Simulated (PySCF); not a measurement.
Excitations are Tamm–Dancoff values on a coarser integration grid. The basis has no diffuse functions, so Rydberg states are missing or too high.

Cartesian coordinates (Å):
```xyz
11

C      1.2415    -0.3139     0.0288
N     -0.0542     0.0205     0.6033
C     -1.1740    -0.4930    -0.1732
S     -0.2157     1.6321     1.1071
H      1.3892     0.1429    -0.9623
H      2.0336     0.0297     0.6903
H      1.3158    -1.3982    -0.0793
H     -1.2213    -0.0508    -1.1806
H     -1.0699    -1.5751    -0.2786
H     -2.1061    -0.2770     0.3442
H     -0.1642     2.2895    -0.0879
```
Charge 0, spin multiplicity 1.

Problem. What LUMO, HOMO and S1 excitation (TDA) does PBE-D3(BJ)/def2-TZVP // B3LYP-D3(BJ)/def2-TZVP (PySCF) give?

Solution. 
```
Quantity               Result
-------------------  --------
LUMO                 -0.69 eV
HOMO                 -5.53 eV
S1 excitation (TDA)   5.08 eV
```
